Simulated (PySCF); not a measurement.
# Radial density of As⁺ (arsenic, charge +1)

B3LYP, [Ar] 3d10 4s2 4p2, high-spin 3P determinant. Calculation: PySCF 2.14, in def2-SVP (5s4p3d, 32 functions); the non-relativistic Hamiltonian (point nucleus).

```tsv
r (bohr)	4πr²ρ (e/bohr)	4πr²(ρα − ρβ)
0.000851	0.2085	0.0000
0.00143	0.5762	0.0000
0.00241	1.539	0.0000
0.00405	3.887	0.0000
0.00681	9.193	0.0001
0.0115	19.14	0.0003
0.0193	32.64	0.0017
0.0324	40.22	0.0081
0.0545	34.46	0.0296
0.0917	36.72	0.0623
0.154	47.10	0.0321
0.259	27.74	-0.0024
0.436	29.59	0.1502
0.734	20.34	-0.0006
1.23	4.509	0.4966
2.08	2.226	1.0410
3.49	0.3824	0.2699
5.88	0.009696	0.0089
```

Problem. Where is the radial spin density 4πr²(ρα − ρβ) most negative, and why is it negative at all?

Solution. Around r = 0.259 bohr, down to -0.0024 e/bohr: exchange with the open shell polarises the paired shells in an unrestricted calculation.
